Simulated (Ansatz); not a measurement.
**Interaction energy ladder**

The pair of Cl⁻ (SMILES [Cl-], atom 1) and NH3 (SMILES N, atoms 2–5), both closed shells, in one local arrangement (a lower one may exist), relaxed at PBE0-D4/def2-TZVPD:

```tsv
atom	x (Å)	y (Å)	z (Å)
Cl1	0.2505	-0.2506	-2.5268
N2	0.0361	-0.1687	0.8177
H3	0.5025	0.7168	0.9895
H4	0.1653	-0.3307	-0.1932
H5	-0.9545	0.0333	0.9128
```

Computed with Ansatz 0.2.0 (basis: def2-TZVPPD, with def2-QZVPPD for the basis limit); correlated methods freeze the cores. B3LYP uses VWN-RPA correlation. Extrapolation: Hartree–Fock as exp(−7.88 √X), correlation as X^−2.97. Interaction energies count from these two fragments, frozen as in the pair, with the counterpoise correction; negative means bound.

Problem. What is the interaction energy by CCSD(T) at an estimated basis limit (MP2 extrapolated from triple and quadruple zeta, plus CCSD(T) − MP2 in triple zeta)? (Judge from chemistry; the value comes from the calculation.)

Solution. The calculation gives: -37.2 kJ/mol. Hartree–Fock alone gives -25.9 kJ/mol at the basis limit. It counts from the two fragments frozen as in the pair.

The same quantity by other methods in triple zeta, and each one's difference from that estimate:
| method | E_int (kJ/mol) | difference |
| --- | --- | --- |
| PBE-D4 | -40.5 | -3.3 |
| revPBE-D4 | -38.2 | -1.0 |
| BLYP-D4 | -37.5 | -0.3 |
| r2SCAN-D4 | -38.7 | -1.5 |
| B97M-V | -36.3 | 0.9 |
| PBE0-D4 | -39.4 | -2.2 |
| B3LYP-D4 | -37.9 | -0.7 |
| HSE06-D4 | -39.4 | -2.2 |
| wB97X-V | -37.0 | 0.2 |
| wB97M-V | -36.8 | 0.4 |
| B2PLYP | -34.2 | 3.0 |
| HF | -25.7 | 11.5 |
| MP2 | -35.3 | 1.9 |
| CCSD | -33.0 | 4.2 |
| CCSD(T) | -34.5 | 2.7 |
Differences are method less estimate.

Problem. Which atoms make the shortest contact between the fragments?

Solution. Cl1 and H4, 2.34 Å apart.

Basis-set superposition shift (counterpoise-corrected less uncorrected): CCSD(T) 3.1; MP2 2.9; HF 0.2; PBE0-D4 0.4; wB97M-V 0.4 kJ/mol.

The T1 diagnostic stays at or below 0.009.

For scale, one of the runs: CCSD(T)/def2-TZVPPD, 139 basis functions, launched by `ansatz run in.yaml --threads 2 --pin off --events-out ev --progress --plain --max-ram 5222MiB`. Time: 7 s of wall clock on 2 CPU threads of an Arm Neoverse V2; the host was shared. Peak host memory: 0.74 GiB.
